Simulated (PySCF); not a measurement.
H2S2Si, SMILES S[Si]S, PBE0/def2-SVP optimised geometry.

```
5

Si    -1.00    -0.62     0.00
S     -1.29     1.52     0.00
H     -0.01     1.96     0.00
S      1.16    -0.62     0.00
H      1.29    -1.96     0.00
```

Density from PBE0/def2-TZVP (PySCF) at that geometry.

Minimum of the electron density along straight lines between bonded atoms, close to the bond critical point (lines longer than 1.1 times the sum of covalent radii, or with two minima, are not listed):

```tsv
bond	length / Å	ρ at the minimum / e bohr⁻³	∇²ρ there / e bohr⁻⁵	position (fraction from the first atom)
Si1–S2	2.156	0.095	0.09	0.36
S2–H3	1.355	0.210	-0.59	0.65
Si1–S4	2.155	0.095	0.10	0.36
S4–H5	1.353	0.211	-0.60	0.65
```
